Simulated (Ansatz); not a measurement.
Cost and result for the atomization energy of CH₄FOSn, SMILES `[CH3][SnH]([O])[F]` radical (8 atoms, 7 bonds).

The species carries charge 0 and has multiplicity 2. Correlated methods include outer-core shells of Sn, which these sets cover unevenly. Sn: def2 effective core potential. All single points use the PBE0-D4/def2-TZVP geometry. Program: Ansatz. All runs use 4 threads of an AMD EPYC 9R45 on a shared host. Times are those of one run each, without the atoms' runs, and a repeat can differ threefold. Electronic energies, without spin–orbit coupling; frozen cores. CCSD(T)/CBS adds CCSD(T) − MP2 in def2-TZVPP to the MP2 limit, and its time is that of the two runs behind it. T1 = 0.015; ⟨S²⟩ of the reference is 0.76. With those shells the extrapolation isn't a true limit. B3LYP takes the VWN-RPA correlation (the form of Gaussian; ORCA's B3LYP/G). HSE06 is the plane-wave form, built on full-range PBE exchange.

CCSD(T)/CBS is a level of theory with its own doubt, some kJ/mol a heavy atom from the limit and from the frozen cores, so smaller differences don't rank the functionals.

```csv
level,functions,wall time
LDA (SPW92)/def2-TZVPP,199,1.4 s
HSE06-D4/def2-TZVPP,199,4.3 s
B3LYP-D4/def2-TZVPP (with forces),199,4.4 s
CAM-B3LYP-D4/def2-TZVPP,199,5 s
BHLYP-D4/def2-TZVPP,199,5.5 s
r2SCANh-D4/def2-TZVPP,199,7 s
PBE-QIDH/def2-TZVPP,199,7 s
CCSD(T)/def2-SVP,88,7 s
B2PLYP/def2-TZVPP,199,9.5 s
ωB97X-V/def2-TZVPP,199,11 s
MP2/def2-QZVPP,373,28 s
CCSD(T)/def2-TZVPP,199,2.2 min
CCSD(T)/CBS(def2),–,2.6 min
```

Question: What atomization energy does each give, and how far from CCSD(T)/CBS? (Estimate.)

Answer: The calculation gave: 
```json
{"level": "LDA (SPW92)/def2-TZVPP", "atomization (kJ/mol)": "2923.6", "difference from CCSD(T)/CBS": "372.5", "per bond": "53.2"}
{"level": "HSE06-D4/def2-TZVPP", "atomization (kJ/mol)": "2511.8", "difference from CCSD(T)/CBS": "-39.3", "per bond": "-5.6"}
{"level": "B3LYP-D4/def2-TZVPP (with forces)", "atomization (kJ/mol)": "2522.9", "difference from CCSD(T)/CBS": "-28.2", "per bond": "-4.0"}
{"level": "CAM-B3LYP-D4/def2-TZVPP", "atomization (kJ/mol)": "2544.7", "difference from CCSD(T)/CBS": "-6.4", "per bond": "-0.9"}
{"level": "BHLYP-D4/def2-TZVPP", "atomization (kJ/mol)": "2433.3", "difference from CCSD(T)/CBS": "-117.8", "per bond": "-16.8"}
{"level": "r2SCANh-D4/def2-TZVPP", "atomization (kJ/mol)": "2519.1", "difference from CCSD(T)/CBS": "-32.0", "per bond": "-4.6"}
{"level": "PBE-QIDH/def2-TZVPP", "atomization (kJ/mol)": "2488.4", "difference from CCSD(T)/CBS": "-62.7", "per bond": "-9.0"}
{"level": "CCSD(T)/def2-SVP", "atomization (kJ/mol)": "2338.1", "difference from CCSD(T)/CBS": "-213.0", "per bond": "-30.4"}
{"level": "B2PLYP/def2-TZVPP", "atomization (kJ/mol)": "2495.1", "difference from CCSD(T)/CBS": "-56.0", "per bond": "-8.0"}
{"level": "ωB97X-V/def2-TZVPP", "atomization (kJ/mol)": "2550.8", "difference from CCSD(T)/CBS": "-0.3", "per bond": "0.0"}
{"level": "MP2/def2-QZVPP", "atomization (kJ/mol)": "2538.1", "difference from CCSD(T)/CBS": "-13.0", "per bond": "-1.9"}
{"level": "CCSD(T)/def2-TZVPP", "atomization (kJ/mol)": "2468.5", "difference from CCSD(T)/CBS": "-82.6", "per bond": "-11.8"}
{"level": "CCSD(T)/CBS(def2)", "atomization (kJ/mol)": "2551.1", "difference from CCSD(T)/CBS": "0.0", "per bond": "0.0"}
```

From PBE to PBE0 (25 % exact exchange), in def2-TZVPP and without D4, the atomization energy moves by −66.9 kJ/mol: exact exchange takes away binding that semilocal exchange gives to molecules. At CCSD(T), def2-SVP lies −213.0 kJ/mol from the extrapolated value and def2-TZVPP −82.6 kJ/mol: correlation converges slowly with the basis, and small sets miss more of it in the bonded molecule than in its fragments. Leaving LDA and LC-ωPBE aside and taking each functional with its dispersion term where it has one, the values, not all of them listed here, spread over 147.1 kJ/mol, from BHLYP-D4 to PBE-D4. LDA lies +356.6 kJ/mol from PBE without D4, its usual overbinding.

Spin–orbit coupling would lower the free Sn atoms strongly, and the atomization energy with them, by more than many differences here. For some Ge, Se and Sn compounds the MP2-based and the directly extrapolated limit differ by 10 to 25 kJ/mol.
